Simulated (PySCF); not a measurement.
2-methylidenethietane (C4H6S), SMILES C1CSC1=C.

The structure is a stationary point at B3LYP-D3(BJ)/def2-SVP.

These are TDDFT-B3LYP/def2-SVPD run with PySCF 2.14.0 values and carry that method's errors.

Vertical excitations. Isolated molecule, no solvent. State labels are in the subgroup Cs.

Computed excitation energies, oscillator strengths and character:
| state | symmetry | energy (eV) | λ (nm) | f | main pairs |
|---|---|---|---|---|---|
| S1 | A" | 4.26 | 291 | 0.000 | HOMO→LUMO 98 % |
| S2 | A' | 5.32 | 233 | 0.170 | HOMO→LUMO+1 94 % |
| S3 | A" | 5.50 | 226 | 0.002 | HOMO→LUMO+2 96 % |
| S4 | A" | 5.77 | 215 | 0.004 | HOMO→LUMO+3 95 % |
| S5 | A" | 6.35 | 195 | 0.012 | HOMO→LUMO+4 96 % |
| S6 | A" | 6.71 | 185 | 0.000 | HOMO−2→LUMO 88 % |
| S7 | A' | 6.76 | 183 | 0.001 | HOMO→LUMO+5 58 %, HOMO−1→LUMO 34 % |
| S8 | A" | 6.83 | 182 | 0.001 | HOMO→LUMO+6 72 %, HOMO→LUMO+7 16 % |
| S9 | A' | 6.90 | 180 | 0.121 | HOMO−1→LUMO 63 %, HOMO→LUMO+5 33 % |
| S10 | A" | 6.98 | 178 | 0.002 | HOMO→LUMO+7 61 %, HOMO−1→LUMO+1 31 % |
| T1 | A' | 3.76 | 330 | 0 | HOMO→LUMO+1 89 % |
| T2 | A" | 3.92 | 316 | 0 | HOMO→LUMO 95 % |
| T3 | A" | 5.39 | 230 | 0 | HOMO→LUMO+3 49 %, HOMO→LUMO+2 48 % |
| T4 | A" | 5.47 | 226 | 0 | HOMO→LUMO+2 50 %, HOMO→LUMO+3 43 % |
Triplets are in the Tamm–Dancoff approximation, which puts them higher than full response would, so one can lie above its singlet here.
